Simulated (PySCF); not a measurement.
**Simulated absorption spectrum**

Species: C3H5B.
InChI=1S/C3H5B/c4-3-1-2-3/h1-3H,4H2

Method used: TDDFT CAM-B3LYP/def2-SVPD, vertical, gas phase, core orbitals frozen in the response in PySCF 2.14.0, density-fitted response routines. The structure is a single PBE0-D3(BJ)/def2-SVP conformer in the gas phase; no vibrational or solvent corrections.

Each state is given a Gaussian of 0.25 eV full width at half maximum, with ε(max) = 2.175×10⁸ f / Δν̃ (Δν̃ the width in cm⁻¹). The width is an assumption, not a result. The curve ends short of the highest state used, and states not computed would add to its high-energy end.

E (eV), ε (L mol⁻¹ cm⁻¹) and a bar:
```
     4.27          2 
     4.38         42 
     4.49        319 #
     4.59        804 #
     4.70        796 #
     4.81        269 
     4.92         31 
     5.03          1 
     5.14          0 
     5.25          0 
     5.36          0 
     5.46          0 
     5.57          6 
     5.68         45 
     5.79        115 
     5.90        122 
     6.01        482 #
     6.12       3376 ######
     6.22       8804 ################
     6.33      10726 ###################
     6.44       5996 ###########
     6.55       1545 ###
     6.66        163 
     6.77          7 
     6.88         58 
     6.98        861 ##
     7.09       6133 ###########
     7.20      15866 ############################
     7.31      16924 ##############################
     7.42       9077 ################
```

(1) Locate the maxima and give the states behind the curve.

(2) On this curve, what absorbance would a 10⁻⁵ mol/L sample give at 222 nm over a 1 cm path?

(3) Coming from long wavelengths, where does ε first pass 100 L mol⁻¹ cm⁻¹?

Results:

(1) 267 nm (4.64 eV), ε about 910, made up of S1 (100%); 212 nm (5.84 eV), ε about 130, made up of S2 (98%) (hardly more than a shoulder); 197 nm (6.30 eV), ε about 11000, made up of S3 (71%) and S4 (29%); 171 nm (7.26 eV), ε about 18000, made up of S6 (78%) and S7 (21%) (ε in L mol⁻¹ cm⁻¹; maxima over ε = 5, shares over 10%). The states used: S1 4.64 eV (f 0.0085); S2 5.83 eV (f 0.0011); S3 6.27 eV (f 0.077); S4 6.39 eV (f 0.040); S5 7.22 eV (f 0.0020); S6 7.23 eV (f 0.136); S7 7.37 eV (f 0.060); S8 7.67 eV (f 0.0022); S9 7.80 eV (f 0.029); S10 8.02 eV (f 0.0041).

(2) 222 nm is 5.585 eV, where ε is about 8.3 L mol⁻¹ cm⁻¹, so A = ε c l ≈ 8.3e-05 (Beer–Lambert, with the gas-phase spectrum and the assumed width).

(3) At about 280 nm (4.42 eV), 0.22 eV below S1.

All these states lie below the vertical ionisation energy of 9.71 eV (ΔSCF).
